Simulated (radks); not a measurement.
Question: The mean radii <r> (bohr) of the occupied orbitals of an atom or ion are listed with their occupations. All-electron calculation, Dirac Kohn-Sham, LDA (Slater exchange, VWN5 correlation), spin-unpolarised, spherical densities, finite nucleus; Fermi nuclear charge, rms radius of each element as measured or else 0.836 A^(1/3) + 0.57 fm. Program: a radial shooting solver on a logarithmic mesh with Libxc functionals.

orbital  occ.      <r>
1s1/2       2  0.08590
2s1/2       2   0.4098
2p1/2       2   0.3682
2p3/2       4   0.3705

Name the element and its charge. Open shells, if any, are shared by 2j + 1.

Answer: Z = 18, argon, charge +8: Ar8+ in [Ne]. The 1s radius gives Z: for a bare nucleus <r> = (2 gamma + 1)/(2Z) with gamma = sqrt(1 - (Z/c)^2), 0.08285 bohr for Z = 18, and screening makes it slightly larger (0.08590 here). The occupations add up to 10, and the charge is Z minus that.
